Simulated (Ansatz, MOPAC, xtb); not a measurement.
Spectroscopic constants of NiC, closed-shell singlet (the spin of the measured ground state). No spin–orbit coupling. Ni is treated without relativity. The T1 diagnostic near the minimum is 0.074, so single-reference values are doubtful.

Constants: fifth-degree fit in 1/R to seven points, most abundant isotopes. Runs in def2 and cc sets follow the lowest solution found near the PBE0 minimum. The singlet is held restricted. HF and MP2 rows in def2 and cc sets belong to the determinant that coupled cluster picked by its CCSD energy.

Programs: Ansatz (a program for electronic structure) with Gaussian orbitals; MOPAC for PM6 (differences of heats of formation); xtb for the GFN methods. 

| level | r_e (Å) | ω_e (cm⁻¹) | α_e (cm⁻¹) | B_e (cm⁻¹) | D_e (eV) | dipole (D) |
|---|---|---|---|---|---|---|
| PM6 | 1.672 | 1274 | 0.0034 | 0.607 | - | - |
| GFN1-xTB | 1.589 | 1013 | 0.0083 | 0.671 | - | - |
| HF/def2-TZVPP | 1.637 | 831 | 0.0045 | 0.632 | - | - |
| HF/def2-QZVPP | 1.635 | 832 | 0.0044 | 0.634 | - | - |
| SVWN5/def2-TZVPP | 1.593 | 966 | 0.0048 | 0.668 | 5.76 | 1.66 |
| PBE/def2-TZVPP | 1.620 | 918 | 0.0048 | 0.646 | 4.70 | 1.82 |
| r2SCAN/def2-TZVPP | 1.606 | 946 | 0.0047 | 0.658 | 3.81 | 2.07 |
| B97M-V/def2-TZVPP | 1.617 | 920 | 0.0047 | 0.648 | 3.45 | 1.89 |
| B3LYP/def2-TZVPP | 1.611 | 927 | 0.0047 | 0.654 | 3.08 | 2.15 |
| PBE0/def2-TZVPP | 1.601 | 946 | 0.0046 | 0.661 | 2.82 | 2.36 |
| BHLYP/def2-TZVPP | 1.601 | 926 | 0.0046 | 0.662 | 0.65 | 2.79 |
| CAM-B3LYP/def2-TZVPP | 1.597 | 958 | 0.0045 | 0.665 | 2.74 | 2.51 |
| wB97X-V/def2-TZVPP | 1.602 | 957 | 0.0043 | 0.661 | 2.81 | 2.85 |
| wB97M-V/def2-TZVPP | 1.601 | 955 | 0.0043 | 0.661 | 2.86 | 2.72 |
| B2PLYP/def2-TZVPP | 1.642 | 917 | 0.0042 | 0.629 | - | - |
| MP2/def2-TZVPP | 1.575 | 1091 | 0.0043 | 0.684 | - | - |
| MP2/def2-QZVPP | 1.571 | 1095 | 0.0043 | 0.687 | - | - |
| MP2/CBS(def2-TZVPP, def2-QZVPP) | 1.570 | 1097 | 0.0042 | 0.688 | - | - |
| SCS-MP2/def2-TZVPP | 1.581 | 1053 | 0.0042 | 0.679 | - | - |
| SCS-MP2/def2-QZVPP | 1.577 | 1058 | 0.0041 | 0.682 | - | - |
| CCSD/def2-TZVPP | 1.588 | 991 | 0.0043 | 0.672 | 2.34 | - |
| CCSD/def2-QZVPP | 1.583 | 996 | 0.0041 | 0.677 | 2.50 | - |
| CCSD(T)/def2-TZVPP | 1.621 | 887 | 0.0061 | 0.646 | 3.69 | - |
| CCSD(T)/def2-QZVPP | 1.615 | 901 | 0.0057 | 0.650 | 3.85 | - |
| CCSD(T)/CBS(def2-TZVPP, def2-QZVPP) | 1.613 | 909 | 0.0054 | 0.652 | 3.97 | - |

D_e counts from each atom's lowest state at the same level, without counterpoise or zero-point energy.

Correlated levels freeze the inner cores; with def2 sets outer-core shells near the valence are correlated too. CBS: X⁻³ extrapolation of the correlation energy, Hartree–Fock from the larger set. The state that PM6 reach isn't checked.

Doubts at one or more of the structures used: a restricted determinant that unrestricted orbitals would lower (HF/def2-TZVPP, HF/def2-QZVPP, B2PLYP/def2-TZVPP, MP2/def2-TZVPP, MP2/def2-QZVPP, MP2/CBS(def2-TZVPP, def2-QZVPP), SCS-MP2/def2-TZVPP, SCS-MP2/def2-QZVPP, CCSD/def2-TZVPP, CCSD/def2-QZVPP, CCSD(T)/def2-TZVPP, CCSD(T)/def2-QZVPP, CCSD(T)/CBS(def2-TZVPP, def2-QZVPP)); T1 above 0.05 (CCSD/def2-TZVPP, CCSD/def2-QZVPP, CCSD(T)/def2-TZVPP, CCSD(T)/def2-QZVPP, CCSD(T)/CBS(def2-TZVPP, def2-QZVPP)).

Measured for the ground state: D_0 4.167 ± 0.003 eV [Morse and co-workers].
